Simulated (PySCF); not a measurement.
Compound: C8H14.
Geometry (PBE0-D3(BJ)/def2-SVP, Å), atoms numbered from 1 in this order:
```xyz
22
C8H14 angstrom
C      3.2889   -0.0972    0.3095
C      2.0854    0.2552    0.7627
C      0.7840    0.0128    0.0631
C      0.0726    1.3319   -0.2657
C     -1.2729    1.1029   -0.9449
C     -2.1738    0.1981   -0.1118
C     -1.4808   -1.1201    0.2146
C     -0.1353   -0.8919    0.8943
H      3.4068   -0.6107   -0.6507
H      4.2001    0.1122    0.8762
H      2.0112    0.7690    1.7315
H      0.9964   -0.5050   -0.8911
H     -0.0822    1.8943    0.6741
H      0.7263    1.9564   -0.8956
H     -1.7683    2.0680   -1.1395
H     -1.1048    0.6370   -1.9329
H     -2.4329    0.7140    0.8309
H     -3.1258    0.0140   -0.6357
H     -2.1252   -1.7484    0.8508
H     -1.3220   -1.6878   -0.7203
H      0.3703   -1.8511    1.0903
H     -0.2984   -0.4197    1.8811
```

Probes without a nucleus sit at each ring's centroid and 1 Å off its mean plane on both sides; NICS is minus the shielding there, NICSzz its component along the normal. Level: GIAO PBE0/pcSseg-1 (PySCF, non-relativistic, gas phase) on the PBE0-D3(BJ)/def2-SVP geometry, one conformer.

Ring bond lengths (Å), with Mayer bond orders in brackets: C3–C4 1.534 (0.99), C4–C5 1.525 (1.04), C5–C6 1.525 (1.04), C6–C7 1.525 (1.04), C7–C8 1.525 (1.04), C8–C3 1.534 (0.99).

What do the NICS probes read (ppm)?

| ring | type | NICS(0) | NICS(1), two faces | NICS(1)zz, two faces | rms pucker (Å) | centre to ring atoms, mean (Å) |
| --- | --- | --- | --- | --- | --- | --- |
| C3–C4–C5–C6–C7–C8 | 6-membered carbocycle; formal bonds all single | -2.5 | -2.4 / -2.3 | 2.6 / 2.5 | 0.23 | 1.48 |

What can be read from them?

- C3–C4–C5–C6–C7–C8: mean NICS(1)zz 2.5 ppm, near zero. C3, C4, C5, C6, C7, C8 have four or more neighbours; no verdict on aromaticity is drawn.

What field does 14.1 T along the ring normal induce along that normal at the second NICS(1) probe listed for ring C3–C4–C5–C6–C7–C8, 1 Å off the ring?

NICSzz × B0 = 2.5 ppm × 14.1 T = 35 μT, along the applied field.

List the ring angles and the Hirshfeld charges of the ring atoms.

- C3–C4–C5–C6–C7–C8: C3 110.2° (-0.024 e), C4 112.1° (-0.068 e), C5 111.5° (-0.067 e), C6 111.2° (-0.068 e), C7 111.5° (-0.067 e), C8 112.1° (-0.068 e); sum 668.6° against 720° for a flat convex ring.

How do the values depend on the level or the medium?

```tsv
level	NICS(0), C3–C4–C5–C6–C7–C8	mean NICS(1)zz, C3–C4–C5–C6–C7–C8
PBE0/pcSseg-1, gas	-2.5	2.5
mPW1PW91/pcSseg-1, gas	-2.5	2.5
PBE0/aug-cc-pVDZ, gas	-2.1	3.0
PBE0/cc-pVDZ, gas	-2.0	3.0
PBE0/def2-SVP, gas	-1.9	2.9
PBE0/pcSseg-0, gas	-4.7	1.5
PBE0/pcSseg-1, IEF-PCM chloroform	-2.5	2.6
PBE0/pcSseg-1, IEF-PCM methanol	-2.5	2.6
```

The geometry is the same throughout; the continuum's cavity takes Bondi-type radii × 1.2.
